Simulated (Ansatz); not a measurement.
## Ligand exchange: HCl + SiH3(SnH3) → SiH4 + SnH3Cl

Species: HCl (hydrogen chloride), singlet; SiH3(SnH3), singlet; SiH4 (silane) `[SiH4]`, singlet; SnH3Cl `[Cl][SnH3]`, singlet. The partners trade Cl for SiH3: H–Cl and Sn–SiH3 bonds give way to H–SiH3 and Sn–Cl.

Shapes, held fixed at every level: PBE0-D4/def2-TZVP. Programs: Ansatz 0.2.0. The zero-point and thermal change to 298 K, harmonic and unscaled (PBE0-D4/def2-TZVP), is +0.6 kJ/mol.

Q: Estimate ΔH(298 K) of this reaction.

A: The highest level, CCSD(T)/def2-TZVPP, gives ΔH(298 K) = -59.3 kJ/mol; the levels span -71.0 to -51.9. The column of differences is taken from that level and isn't an error. No measured value is set beside it here. For atoms past krypton def2 sets carry core potentials with scalar relativity. Correlated rows may include outer-core shells of Sn, which these sets cover unevenly.

```
                level                    kind  ΔH(298 K) (kJ/mol)  less CCSD(T)/def2-TZVPP
    PBE-D4/def2-TZVPP                     GGA               -51.9                     +7.4
  BHLYP-D4/def2-TZVPP           global hybrid               -71.0                    -11.7
r2SCAN0-D4/def2-TZVPP           global hybrid               -62.3                     -3.0
   wB97X-V/def2-TZVPP  range-separated hybrid               -66.6                     -7.3
         MP2/def2-SVP     perturbation theory               -67.1                     -7.8
      CCSD/def2-TZVPP   coupled cluster or CI               -61.3                     -2.0
   CCSD(T)/def2-TZVPP   coupled cluster or CI               -59.3                      0.0
```
